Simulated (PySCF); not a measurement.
# Computed records: AlGeH3O2, CH4GeO2, AlGeH3N2

Computed with PySCF 2.14.0. Calculation on a computer-drawn molecule: optimised geometry and harmonic frequencies of an isolated molecule of the commonest isotopes, restricted reference for singlets and unrestricted otherwise, frozen core in MP2; on germanium a core potential holds 10 electrons, which the energies leave out, and 3d is frozen in MP2 and coupled-cluster steps.

Common to all runs: charge 0; multiplicity 1; basis and core potential on germanium cc-pVDZ-PP ECP10MDF.

(1) AlGeH3O2

Start structure:
```xyz
7
AlGeH3O2
O     -1.5178     1.1811     1.9277
Ge    -0.0322     0.8690     1.0013
O     -0.6504     1.2308    -0.6281
Al    -0.9357     1.4995    -2.2659
H     -2.2753     1.4526     1.4250
H     -1.4394     0.3023    -3.1586
H     -0.6963     2.9416    -2.8551
```

```
method                                        : MP2
basis                                         : cc-pV(D+d)Z
rotational constants                          : 11.5, 1.59, 1.428 GHz
total energy                                  : -687.3952 hartree
convergence status largest gradient component : 2.767e-05 hartree/bohr
```

Drawn bonds:
```
atom  other atom  order
   1           2      1
   2           3      1
   3           4      1
   1           5      1
   4           6      1
   4           7      1
```

Optimised structure:
```xyz
7
AlGeH3O2
O     -1.4956     1.1636     2.0258
Ge    -0.0426     0.8736     0.9882
O     -0.7804     1.2669    -0.6247
Al    -0.9387     1.5057    -2.3112
H     -2.2472     1.4390     1.4718
H     -1.3943     0.2899    -3.2038
H     -0.6483     2.9382    -2.8998
```

Modes:
```
frequency (cm⁻¹)  reduced mass (dalton)
            33.9                  2.137
            70.4                  7.102
           78.07                  1.548
           232.6                  6.053
           421.9                  9.598
             509                  1.118
           575.5                  1.234
             644                  1.183
             695                  15.45
           817.7                  1.093
           838.5                  1.133
           965.5                  15.57
            1983                  1.023
            1986                  1.063
            3795                  1.066
```

(2) CH4GeO2

Start structure:
```xyz
8
CH4GeO2
C     -1.3812     2.2355     0.8614
O     -0.1184     1.5257     0.9956
Ge     0.9942     0.5101     0.1456
O      0.2163     0.2209    -1.4552
H     -1.2308     3.3069     1.0169
H     -2.0537     1.8486     1.6639
H     -1.7674     2.1126    -0.1514
H     -0.5511     0.6493    -1.8073
```

```
method                                        : HF
basis                                         : cc-pVDZ
rotational constants                          : 9.038, 3.689, 2.664 GHz
total energy                                  : -483.3427 hartree
convergence status largest gradient component : 1.57e-05 hartree/bohr
```

Drawn bonds:
```
atom  other atom  order
   1           2      1
   2           3      1
   3           4      1
   1           5      1
   1           6      1
   1           7      1
   4           8      1
```

Optimised structure:
```xyz
8
CH4GeO2
C     -1.3560     2.0607     0.8065
O     -0.2798     1.2491     1.1746
Ge     0.8748     0.3103     0.1900
O      0.2951     0.6763    -1.4572
H     -1.0375     2.9066     0.1876
H     -1.8179     2.4615     1.7095
H     -2.1209     1.5013     0.2571
H     -0.4499     1.2437    -1.5986
```

Modes:
```
frequency (cm⁻¹)  reduced mass (dalton)
           85.26                   1.07
           150.5                  3.546
           187.1                  3.576
           340.6                  4.876
           427.9                  1.162
           613.7                  7.845
           713.8                  13.48
           819.8                  1.151
            1205                  6.714
            1266                  1.274
            1287                  1.385
            1591                  1.142
            1603                  1.048
            1609                  1.046
            3146                  1.035
            3204                  1.106
            3254                  1.101
            4152                  1.067
```

(3) AlGeH3N2

Start structure:
```xyz
7
AlGeH3N2
N     -0.4825    -0.5915    -0.8026
Ge     0.8735     0.2772    -0.4374
N      1.4743     1.3599     0.9134
Al     0.8147     1.9530     2.5835
H     -1.2705    -0.6136    -0.2633
H      2.0479     0.1635    -1.4354
H      2.3284     1.6844     0.7720
```

```
method                                        : HF
basis                                         : cc-pV(D+d)Z
rotational constants                          : 11.08, 1.914, 1.632 GHz
total energy                                  : -645.9160 hartree
convergence status largest gradient component : 4.032e-05 hartree/bohr
```

Drawn bonds:
```
atom  other atom  order
   1           2      2
   2           3      1
   3           4      1
   1           5      1
   2           6      1
   3           7      1
```

Optimised structure:
```xyz
7
AlGeH3N2
N     -0.4866    -0.5619    -0.7586
Ge     0.9507     0.2654    -0.4849
N      1.4520     1.3161     0.9070
Al     0.5905     1.8171     2.4378
H     -1.1807    -0.4568    -0.0325
H      2.0702     0.1824    -1.5090
H      2.3897     1.6707     0.7705
```

Modes:
```
frequency (cm⁻¹)  reduced mass (dalton)
           94.75                  2.974
           111.9                  8.452
           270.1                  7.227
           382.2                  1.295
           476.6                  1.338
           555.6                  7.726
           737.5                  1.049
           786.7                  1.337
           844.1                  2.359
           931.8                  2.564
            1008                  1.729
            1158                  1.278
            2288                   1.02
            3701                  1.074
            3734                  1.076
```
